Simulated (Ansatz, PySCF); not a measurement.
Gas-phase reaction (SMILES): O[Si](Br)(Br)Br + N (NH3) -> N[Si](Br)(Br)Br + O (H2O); ammonia cleaves one Si-O bond, a model of a ligand-exchange step.

Geometries: B3LYP-D3(BJ)/def2-TZVP minima from Ansatz (an electronic-structure program), one conformer each, not searched for the lowest. Cores are frozen in the correlated levels unless marked. No spin-orbit coupling. Frozen are the shells of the preceding noble gas and the d and f shells that filled before the atom's block. No relativistic terms. CBS marks a two-point X^-3 extrapolation of the correlation energy; Hartree-Fock from the larger set. Thermal terms are rigid-rotor harmonic-oscillator values from B3LYP-D3(BJ) frequencies (Ansatz or PySCF) at 298.15 K and 1 atm. 1 Eh = 627.5095 kcal/mol.

```json
[
 {"species": "O[Si](Br)(Br)Br", "E, CCSD(T)/CBS(def2-TZVPPD,def2-QZVPPD) (Ansatz) (Eh)": "-8083.09746", "E, wB97M-V/def2-TZVPD (Ansatz) (Eh)": "-8087.57413", "H - E (Eh)": "0.02646"},
 {"species": "N (NH3)", "E, CCSD(T)/CBS(def2-TZVPPD,def2-QZVPPD) (Ansatz) (Eh)": "-56.50452", "E, wB97M-V/def2-TZVPD (Ansatz) (Eh)": "-56.55014", "H - E (Eh)": "0.03799"},
 {"species": "N[Si](Br)(Br)Br", "E, CCSD(T)/CBS(def2-TZVPPD,def2-QZVPPD) (Ansatz) (Eh)": "-8063.21282", "E, wB97M-V/def2-TZVPD (Ansatz) (Eh)": "-8067.67704", "H - E (Eh)": "0.03882"},
 {"species": "O (H2O)", "E, CCSD(T)/CBS(def2-TZVPPD,def2-QZVPPD) (Ansatz) (Eh)": "-76.37558", "E, wB97M-V/def2-TZVPD (Ansatz) (Eh)": "-76.43347", "H - E (Eh)": "0.02495"}
]
```

Work out ΔE and ΔH at 298.15 K at the first level, then ΔH at the second.


1. ΔE = [(-8063.21282) + (-76.37558)] - [(-8083.09746) + (-56.50452)] = 0.01358 Eh = 8.5 kcal/mol at CCSD(T)/CBS(def2-TZVPPD,def2-QZVPPD).
2. The terms H - E add up to -0.00068 Eh, so ΔH = (0.01358 + (-0.00068))×627.5095 = 8.1 kcal/mol.
3. At wB97M-V/def2-TZVPD the same steps give ΔE = 8.6 and ΔH = 8.2 kcal/mol, a shift of +0.1 from the first level.
4. These values are not checked against measurement here, since the tables used lack a sound gas-phase enthalpy of formation for at least one species.
